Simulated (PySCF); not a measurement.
**Pt³⁺ (platinum, charge +3) across methods**

[Xe] 4f14 5d7, high-spin 4F determinant. Computed with PySCF 2.14 in def2-TZVPPD with the def2 core potential (60 electrons), with a scalar-relativistic core potential.

```json
{"method": "LC-wPBE", "E (hartree)": "-117.1294", "mean ε 5p β (eV)": "-94.658", "mean ε 5d α (eV)": "-44.501", "mean ε 5d β (eV)": "-42.544", "Σ⟨r²⟩ (bohr²)": "28.34", "⟨S²⟩": "3.751"}
{"method": "PBE0", "E (hartree)": "-117.0907", "mean ε 5p β (eV)": "-92.251", "mean ε 5d α (eV)": "-41.738", "mean ε 5d β (eV)": "-39.671", "Σ⟨r²⟩ (bohr²)": "28.37", "⟨S²⟩": "3.751"}
{"method": "UHF", "E (hartree)": "-116.42729", "mean ε 5p β (eV)": "-100.20", "mean ε 5d α (eV)": "-46.580", "mean ε 5d β (eV)": "-43.914", "Σ⟨r²⟩ (bohr²)": "28.22", "⟨S²⟩": "3.754"}
{"method": "BP86", "E (hartree)": "-117.1930", "mean ε 5p β (eV)": "-89.346", "mean ε 5d α (eV)": "-39.877", "mean ε 5d β (eV)": "-38.064", "Σ⟨r²⟩ (bohr²)": "28.46", "⟨S²⟩": "3.751"}
{"method": "PBE", "E (hartree)": "-117.1097", "mean ε 5p β (eV)": "-89.176", "mean ε 5d α (eV)": "-39.811", "mean ε 5d β (eV)": "-37.898", "Σ⟨r²⟩ (bohr²)": "28.49", "⟨S²⟩": "3.751"}
{"method": "M06-L", "E (hartree)": "-117.2042", "mean ε 5p β (eV)": "-89.981", "mean ε 5d α (eV)": "-39.942", "mean ε 5d β (eV)": "-38.071", "Σ⟨r²⟩ (bohr²)": "28.10", "⟨S²⟩": "3.752"}
{"method": "HSE06", "E (hartree)": "-117.0876", "mean ε 5p β (eV)": "-91.833", "mean ε 5d α (eV)": "-41.313", "mean ε 5d β (eV)": "-39.256", "Σ⟨r²⟩ (bohr²)": "28.38", "⟨S²⟩": "3.751"}
{"method": "r2SCAN", "E (hartree)": "-117.1405", "mean ε 5p β (eV)": "-90.281", "mean ε 5d α (eV)": "-40.283", "mean ε 5d β (eV)": "-38.034", "Σ⟨r²⟩ (bohr²)": "28.30", "⟨S²⟩": "3.752"}
{"method": "LDA", "E (hartree)": "-116.8356", "mean ε 5p β (eV)": "-89.230", "mean ε 5d α (eV)": "-39.920", "mean ε 5d β (eV)": "-37.927", "Σ⟨r²⟩ (bohr²)": "28.68", "⟨S²⟩": "3.750"}
```

Energies and moments cover only the electrons outside the core potential. Spin-orbit coupling, absent here, splits the open shell strongly.
